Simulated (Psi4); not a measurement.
Pair of molecules, SMILES F with SMILES C=C (the first has 2 atoms); geometry from B3LYP-D3(BJ)/def2-TZVP.
(charge 0, multiplicity 1):
```xyz
8

F     -0.0440     0.3998    -0.2698
H     -0.0182     0.2834     0.6584
C      0.4068    -0.5300     2.6881
C     -0.3264     0.5668     2.8459
H     -0.0477    -1.5076     2.5825
H      1.4893    -0.4925     2.6679
H      0.1284     1.5433     2.9608
H     -1.4086     0.5282     2.8754
```

These are Psi4 with SAPT0/jun-cc-pV(D+d)Z values and carry that method's errors.

Task: Which attractive term is largest, and how does the interaction split up?

Result: electrostatics -7.38, exchange 8.67, induction -3.74, dispersion -1.82, total -4.27 kcal/mol; the largest attraction is electrostatics.
